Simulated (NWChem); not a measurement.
System: InNH₃Cl; SMILES [NH2][InH][Cl]

Here is an NWChem input.

```
start job
memory heap 200 mb stack 900 mb global 1100 mb
geometry units angstroms
  In    -0.361758     0.378077     0.001149
  H     -2.019182     0.734305    -0.146561
  Cl     0.326377    -1.881867    -0.008228
  N      1.240814     1.584578     0.053648
  H      2.146200     1.202353     0.305879
  H      1.171024     2.560620     0.319737
end
basis spherical
  * library sto-3g
end
dft
  xc hfexch
  iterations 150
end
driver
  maxiter 120
end
task dft optimize
task dft freq
```

Parts of the log:

```
             Northwest Computational Chemistry Package (NWChem) 7.3.0
             --------------------------------------------------------

 C1  symmetry detected

                             Geometry "geometry" -> ""
                             -------------------------

 Output coordinates in angstroms (scale by  1.889725989 to convert to a.u.)

  No.       Tag          Charge          X              Y              Z
 ---- ---------------- ---------- -------------- -------------- --------------
    1 In                  49.0000    -0.31943881     0.36256272     0.00050984
    2 H                    1.0000    -1.96726538     0.78030182    -0.07651348
    3 Cl                  17.0000     0.28137256    -1.92216476    -0.00275195
    4 N                    7.0000     1.32840210     1.50690433    -0.04120872
    5 H                    1.0000     2.22945471     1.09380761     0.17534504
    6 H                    1.0000     1.30816396     2.48878816     0.21143045

 Effective nuclear repulsion energy (a.u.)     345.2868693358

                                Z-matrix (autoz)
                                --------

 Units are Angstrom for bonds and degrees for angles

      Type          Name      I     J     K     L     M      Value
      ----------- --------  ----- ----- ----- ----- ----- ----------
    1 Stretch                  1     2                       1.70170
    2 Stretch                  1     3                       2.36241
    3 Stretch                  1     4                       2.00665
    4 Stretch                  4     5                       1.01461
    5 Stretch                  4     6                       1.01407
    6 Bend                     1     4     5               119.51528
    7 Bend                     1     4     6               122.04655
    8 Bend                     2     1     3               118.92212
    9 Bend                     2     1     4               130.86358
   10 Bend                     3     1     4               110.03831
   11 Bend                     5     4     6               111.02499
   12 Torsion                  2     1     4     5         169.56771
   13 Torsion                  2     1     4     6          22.34394
   14 Torsion                  3     1     4     5         -15.41622
   15 Torsion                  3     1     4     6        -162.63999

  xc_inp: hfexch multiplicative factor not found.

                           NWChem Geometry Optimization
                           ----------------------------

 maximum gradient threshold         (gmax) =   0.000450
 rms gradient threshold             (grms) =   0.000300
 maximum cartesian step threshold   (xmax) =   0.001800
 rms cartesian step threshold       (xrms) =   0.001200
 fixed trust radius                (trust) =   0.300000
 source of zmatrix                         =   autoz

          -------------------
          Energy Minimization
          -------------------

 Using diagonal initial Hessian
 Scaling for Hessian diagonals: bonds = 1.00  angles = 0.25  torsions = 0.10

          --------
          Step   0

                                 NWChem DFT Module
                                 -----------------

 Summary of "ao basis" -> "ao basis" (spherical)
 ------------------------------------------------------------------------------
       Tag                 Description            Shells   Functions and Types
 ---------------- ------------------------------  ------  ---------------------
 In                          sto-3g                 11       27   5s4p2d
 H                           sto-3g                  1        1   1s
 Cl                          sto-3g                  5        9   3s2p
 N                           sto-3g                  3        5   2s1p

            General Information
            -------------------
          SCF calculation type: DFT
          Wavefunction type:  closed shell.
          No. of atoms     :     6
          No. of electrons :    76
           Alpha electrons :    38
            Beta electrons :    38
          Charge           :     0
          Spin multiplicity:     1
          Use of symmetry is: off; symmetry adaption is: off
          Maximum number of iterations: 150
          AO basis - number of functions:    44
                     number of shells:    22
          Convergence on energy requested:  1.00D-06
          Convergence on density requested:  1.00D-05
          Convergence on gradient requested:  5.00D-04

              XC Information
              --------------
                     Hartree-Fock (Exact) Exchange  1.000

      Superposition of Atomic Density Guess
      -------------------------------------

 Sum of atomic energies:       -6192.35131063

      Non-variational initial energy
      ------------------------------

 Total energy =   -6192.367963
 1-e energy   =   -9271.589324
 2-e energy   =    2733.934492
 HOMO         =      -0.145256
 LUMO         =       0.210335

   convergence    iter        energy       DeltaE   RMS-Dens  Diis-err
 ---------------- ----- ----------------- --------- --------- ---------
 d= 0,ls=0.0,diis     1  -6192.9870595576 -6.54D+03  1.69D-02  2.20D-01
 d= 0,ls=0.0,diis     2  -6193.0368988523 -4.98D-02  4.40D-03  2.14D-02
 d= 0,ls=0.0,diis     3  -6193.0414996368 -4.60D-03  1.49D-03  1.29D-03
 d= 0,ls=0.0,diis     4  -6193.0418789750 -3.79D-04  3.39D-04  2.97D-05
 d= 0,ls=0.0,diis     5  -6193.0418937672 -1.48D-05  9.51D-05  1.66D-06
  Resetting Diis
 d= 0,ls=0.0,diis     6  -6193.0418947714 -1.00D-06  1.83D-05  6.25D-08
 d= 0,ls=0.0,diis     7  -6193.0418948110 -3.96D-08  2.87D-06  4.26D-09

         Total DFT energy =    -6193.041894810968
      One electron energy =    -9265.335128163151
           Coulomb energy =     2917.240211186524
    Exchange-Corr. energy =     -190.233847170140
 Nuclear repulsion energy =      345.286869335799

 Numeric. integr. density =        0.000000000000

                       DFT Final Molecular Orbital Analysis
                       ------------------------------------

 Vector   36  Occ=2.000000D+00  E=-3.446665D-01
              MO Center=  2.8D-01, -1.7D+00,  2.0D-02, r^2= 1.7D+00
   Bfn.  Coefficient  Atom+Function         Bfn.  Coefficient  Atom+Function
  ----- ------------  ---------------      ----- ------------  ---------------
    37      0.948024  3 Cl pz                33     -0.256970  3 Cl pz
    42      0.162647  4 N  pz                17      0.158349  1 In pz
    36     -0.157591  3 Cl py                35      0.096457  3 Cl px
    16      0.082968  1 In py                13     -0.061553  1 In pz
    27     -0.057285  1 In d  2              28      0.057401  2 H  s

 Vector   37  Occ=2.000000D+00  E=-3.292811D-01
              MO Center=  1.2D-01, -1.4D+00, -1.8D-02, r^2= 2.7D+00
   Bfn.  Coefficient  Atom+Function         Bfn.  Coefficient  Atom+Function
  ----- ------------  ---------------      ----- ------------  ---------------
    35      0.909325  3 Cl px                28      0.245680  2 H  s
    31     -0.245488  3 Cl px                23      0.152794  1 In d -2
    42      0.143497  4 N  pz                36      0.132577  3 Cl py
    39     -0.126856  4 N  s                 37     -0.123794  3 Cl pz
    40      0.123566  4 N  px                15     -0.113173  1 In px

 Vector   38  Occ=2.000000D+00  E=-2.935767D-01
              MO Center=  1.1D+00,  1.2D+00, -6.0D-02, r^2= 1.8D+00
   Bfn.  Coefficient  Atom+Function         Bfn.  Coefficient  Atom+Function
  ----- ------------  ---------------      ----- ------------  ---------------
    42      0.865311  4 N  pz                37     -0.258796  3 Cl pz
    40     -0.188317  4 N  px                17      0.180905  1 In pz
    41     -0.149547  4 N  py                39     -0.126119  4 N  s
    36     -0.117856  3 Cl py                35     -0.113640  3 Cl px
    15      0.079646  1 In px                13     -0.069598  1 In pz

 Vector   39  Occ=0.000000D+00  E= 2.130495D-01
              MO Center= -2.2D-01,  3.8D-01,  1.1D-01, r^2= 2.6D+00
   Bfn.  Coefficient  Atom+Function         Bfn.  Coefficient  Atom+Function
  ----- ------------  ---------------      ----- ------------  ---------------
    17      1.022974  1 In pz                13     -0.333793  1 In pz
    42     -0.313269  4 N  pz                37     -0.217236  3 Cl pz
     9      0.116989  1 In pz                14      0.094348  1 In s
    40      0.062847  4 N  px                33      0.054005  3 Cl pz
    28     -0.049081  2 H  s                 41      0.049262  4 N  py

[...]

      ----------------------
      Optimization converged
      ----------------------

  Step       Energy      Delta E   Gmax     Grms     Xrms     Xmax
  ---- ---------------- -------- -------- -------- -------- --------
@   10   -6193.05763251 -1.1D-07  0.00004  0.00002  0.00063  0.00171
                                     ok       ok       ok       ok

                                Z-matrix (autoz)
                                --------

 Units are Angstrom for bonds and degrees for angles

      Type          Name      I     J     K     L     M      Value     Gradient
      ----------- --------  ----- ----- ----- ----- ----- ---------- ----------
    1 Stretch                  1     2                       1.57380    0.00004
    2 Stretch                  1     3                       2.31194   -0.00000
    3 Stretch                  1     4                       1.85165    0.00001
    4 Stretch                  4     5                       1.01763    0.00002
    5 Stretch                  4     6                       1.01746   -0.00003
    6 Bend                     1     4     5               125.92718   -0.00001
    7 Bend                     1     4     6               127.45313    0.00001
    8 Bend                     2     1     3               118.03640   -0.00001
    9 Bend                     2     1     4               132.07825    0.00000
   10 Bend                     3     1     4               109.88536    0.00001
   11 Bend                     5     4     6               106.61969   -0.00001
   12 Torsion                  2     1     4     5         179.99835   -0.00000
   13 Torsion                  2     1     4     6           0.01841    0.00000
   14 Torsion                  3     1     4     5          -0.00250   -0.00000
   15 Torsion                  3     1     4     6        -179.98245    0.00000

                         Geometry "geometry" -> "geometry"
                         ---------------------------------

 Output coordinates in angstroms (scale by  1.889725989 to convert to a.u.)

  No.       Tag          Charge          X              Y              Z
 ---- ---------------- ---------- -------------- -------------- --------------
    1 In                  49.0000    -0.29716121     0.39764824    -0.00291590
    2 H                    1.0000    -1.82437252     0.77107274    -0.07384402
    3 Cl                  17.0000     0.27598805    -1.84202444    -0.02325780
    4 N                    7.0000     1.23117786     1.43797069     0.09967043
    5 H                    1.0000     2.18727361     1.09200438     0.14159043
    6 H                    1.0000     1.28778336     2.45352827     0.12556806

 Effective nuclear repulsion energy (a.u.)     359.9537783065

                Final and change from initial internal coordinates
                --------------------------------------------------

                                Z-matrix (autoz)
                                --------

 Units are Angstrom for bonds and degrees for angles

      Type          Name      I     J     K     L     M      Value       Change
      ----------- --------  ----- ----- ----- ----- ----- ---------- ----------
    1 Stretch                  1     2                       1.57380   -0.12790
    2 Stretch                  1     3                       2.31194   -0.05047
    3 Stretch                  1     4                       1.85165   -0.15500
    4 Stretch                  4     5                       1.01763    0.00302
    5 Stretch                  4     6                       1.01746    0.00340
    6 Bend                     1     4     5               125.92718    6.41190
    7 Bend                     1     4     6               127.45313    5.40659
    8 Bend                     2     1     3               118.03640   -0.88573
    9 Bend                     2     1     4               132.07825    1.21467
   10 Bend                     3     1     4               109.88536   -0.15295
   11 Bend                     5     4     6               106.61969   -4.40530
   12 Torsion                  2     1     4     5         179.99835   10.43064
   13 Torsion                  2     1     4     6           0.01841  -22.32553
   14 Torsion                  3     1     4     5          -0.00250   15.41371
   15 Torsion                  3     1     4     6        -179.98245  -17.34246

[...]

 Rotational Constants
 --------------------
 A=   0.385073 cm-1  (  0.554021 K)
 B=   0.097129 cm-1  (  0.139743 K)
 C=   0.077564 cm-1  (  0.111595 K)

 Temperature                      =   298.15K
 frequency scaling parameter      =   1.0000

 Zero-Point correction to Energy  =   23.537 kcal/mol  (  0.037508 au)
 Thermal correction to Energy     =   26.515 kcal/mol  (  0.042255 au)
 Thermal correction to Enthalpy   =   27.108 kcal/mol  (  0.043199 au)

 Total Entropy                    =   73.428 cal/mol-K
   - Translational                =   41.226 cal/mol-K (mol. weight = 166.8995)
   - Rotational                   =   25.811 cal/mol-K (symmetry #  =        1)
   - Vibrational                  =    6.390 cal/mol-K

 Cv (constant volume heat capacity) =   15.315 cal/mol-K
   - Translational                  =    2.979 cal/mol-K
   - Rotational                     =    2.979 cal/mol-K
   - Vibrational                    =    9.356 cal/mol-K

[normal modes left out]

 ----------------------------------------------------------------------------
 Normal Eigenvalue ||           Projected Infra Red Intensities
  Mode   [cm**-1]  || [atomic units] [(debye/angs)**2] [(KM/mol)] [arbitrary]
 ------ ---------- || -------------- ----------------- ---------- -----------
    1       -0.000 ||    0.001783           0.041         1.738       0.488
    2       -0.000 ||    0.000832           0.019         0.812       0.228
    3       -0.000 ||    0.000304           0.007         0.296       0.083
    4       -0.000 ||    0.000516           0.012         0.503       0.141
    5       -0.000 ||    0.000554           0.013         0.540       0.151
    6       -0.000 ||    0.003145           0.073         3.066       0.860
    7      152.274 ||    0.009017           0.208         8.790       2.465
    8      390.991 ||    0.038489           0.888        37.521      10.524
    9      415.683 ||    0.076316           1.761        74.396      20.866
   10      549.877 ||    0.219707           5.069       214.182      60.073
   11      617.806 ||    0.039410           0.909        38.418      10.776
   12      621.980 ||    0.132351           3.053       129.022      36.188
   13      719.804 ||    0.004075           0.094         3.972       1.114
   14      832.576 ||    0.124573           2.874       121.440      34.061
   15     1985.922 ||    0.003987           0.092         3.886       1.090
   16     2013.232 ||    0.000023           0.001         0.022       0.006
   17     4000.888 ||    0.002906           0.067         2.833       0.795
   18     4171.127 ||    0.000332           0.008         0.324       0.091
 ----------------------------------------------------------------------------
```

Level: Hartree-Fock/STO-3G, non-relativistic.
